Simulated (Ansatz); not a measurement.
Geometry optimisation, RKS PBE0-D4/def2-SVP in Ansatz 0.2.0.

Input file:

```yaml
crystal:
  periodic: [false, false, false]
  atoms:
    - { symbol: F, position_ang: [-1.4719, 2.2801, 0.1367] }
    - { symbol: C, position_ang: [-0.5539, 1.3875, 0.4295] }
    - { symbol: Si, position_ang: [-1.2344, -0.3202, 0.0553] }
    - { symbol: Se, position_ang: [0.4186, -1.8761, 0.6725] }
    - { symbol: P, position_ang: [1.6941, -1.3035, -1.0933] }
    - { symbol: H, position_ang: [-0.2893, 1.4823, 1.5045] }
    - { symbol: H, position_ang: [0.3795, 1.585, -0.1801] }
    - { symbol: H, position_ang: [-2.3951, -0.522, 0.8348] }
    - { symbol: H, position_ang: [-1.4956, -0.4288, -1.3233] }
    - { symbol: H, position_ang: [0.64112, -0.40271, -1.6112] }
    - { symbol: H, position_ang: [1.20141, -2.43418, -1.85601] }
basis:
  gaussian: { orbitals: def2-SVP }
hamiltonian:
  xc: pbe0
  dispersion: d4
relax:
  f_tol: 0.015
  max_steps: 40
```

Launched with:

```bash
$ ansatz run input.yaml --threads 2 --pin off --max-ram 3072MiB --backend cpu --events-out ev --progress --plain --runs-dir out
```

Where does it end, and by what steps?

It converged. After 19 steps the energy has fallen by 0.541 eV; H10 moved furthest, 1.24 Å.

```csv
step,energy less start (eV),largest force component (eV/Å),accepted
0,0.0000,2.521,yes
1,-0.3741,0.971,yes
2,-0.4408,0.398,yes
3,-0.4553,0.145,yes
4,-0.4593,0.079,yes
5,-0.4739,0.093,yes
6,-0.4781,0.092,yes
7,-0.4998,0.100,yes
8,-0.5066,0.446,yes
9,-0.5325,0.061,yes
10,-0.5371,0.093,yes
11,-0.5378,0.111,yes
12,-0.5383,0.158,yes
13,-0.5396,0.033,yes
14,-0.5401,0.026,yes
15,-0.5407,0.031,yes
16,-0.5410,0.042,yes
17,-0.5410,0.034,yes
18,-0.5411,0.019,yes
19,-0.5411,0.006,yes
```

```xyz
11
Properties=species:S:1:pos:R:3
F -1.588 2.253 -0.078
C -0.600 1.369 0.304
Si -1.266 -0.407 0.166
Se 0.365 -1.915 0.709
P 1.678 -1.706 -1.148
H -0.294 1.583 1.344
H 0.288 1.516 -0.335
H -2.377 -0.597 1.144
H -1.749 -0.651 -1.225
H 1.797 -0.281 -1.180
H 0.640 -1.717 -2.131
```

Time of the run: 100 s on 2 threads of Arm Neoverse V1, with other jobs on the host, peak memory 0.34 GiB.
